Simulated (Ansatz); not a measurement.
Ideal-gas functions of F$_{3}$NbO, SMILES `[O]=[Nb]([F])([F])[F]` at 500 K and 1 bar, from an Ansatz frequency run at PBE0-D4/def2-TZVP.

Molar mass 165.9 g/mol, point group C3v (symmetry number 3), electronic degeneracy 1, moments of inertia 152.361, 152.369, 178.018 u Å². Harmonic wavenumbers (cm⁻¹, unscaled): 174, 174, 210, 271, 271, 701, 724, 724, 1073.

Use S(trans) = R[1.5 ln M + 2.5 ln T − 1.1517]; rotational temperatures θ = 24.2544 K / I; S(rot) = R[ln(√π/σ · √(T³/θAθBθC)) + 1.5]; for each mode x = 1.438777 ν̃/T, S = R[x/(eˣ − 1) − ln(1 − e⁻ˣ)] and H = RT x/(eˣ − 1); 1 cm⁻¹ = 0.0119627 kJ/mol; R = 8.31446 J/(mol·K).

Q: By hand: the entropy, in J/(mol·K).

A: Translation 183.3. Rotation: θ = 0.1592, 0.1592, 0.1362 K, giving 109.2. Vibration, mode by mode: 14.15, 14.15, 12.63, 10.59, 10.59, 3.76, 3.57, 3.57, 1.62, in all 74.6. Electronic 0.0. Sum 367.1 J/(mol·K).

Q: By hand: H − E and G − E in kJ/mol, counted from the electronic energy.

A: Zero-point energy ½ × 4322 × 0.0119627 = 25.9; thermal vibration 19.3; translation, rotation and pV give 4 RT = 16.6. H − E = 61.8 kJ/mol, and G − E = 61.8 − 500 × 367.1/1000 = -121.8 kJ/mol.

Vibration gives 20 % of the entropy.
